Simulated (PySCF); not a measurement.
C₅H₁₂F₃P.
SMILES: `CP(C)(C)(C)C(F)(F)F`

Computed with PySCF at PBE0/pcSseg-1, non-relativistic, on one gas-phase PBE0-D3(BJ)/def2-SVP geometry that isn't relaxed in the solvent. The solvent is an IEF-PCM continuum (cavity from Bondi-type radii × 1.2). The model holds no explicit solvent molecules, cavitation or dispersion.

```
run  E − E(gas) (kcal/mol)  HOMO (eV)  HOMO–LUMO gap (eV)  dipole (D)
gas                   0.00      -6.23                7.35        2.67
  P                  -1.51      -6.13                7.39        2.97
  Q                  -1.33      -6.14                7.39        2.93
```

Question: The runs were made in benzene and cyclohexane. Which run belongs to which solvent?

Answer: P = benzene, Q = cyclohexane. The dielectric constants are 2.017 (cyclohexane), 2.271 (benzene), and the energy falls further as ε rises. In this model the ground state sees the solvent through ε alone.

Question: How constant is the ratio of the lowering to (ε − 1)/(2ε + 1)?

Answer: 
| solvent | (ε − 1)/(2ε + 1) | E − E(gas) (kcal/mol) | ratio (kcal/mol) | polarisation term (kcal/mol) |
| --- | --- | --- | --- | --- |
| cyclohexane | 0.202 | -1.33 | -6.6 | -1.39 |
| benzene | 0.229 | -1.51 | -6.6 | -1.59 |

The ratio changes by +0.4 % in size from cyclohexane to benzene. The polarisation term is half the interaction of the solute with the induced surface charges.

Shape of the structure used: `[CH3:1][P:2]([CH3:3])([CH3:4])([CH3:5])[C:6]([F:7])([F:8])[F:9]`: C1–P2–C6–F7 -4°.
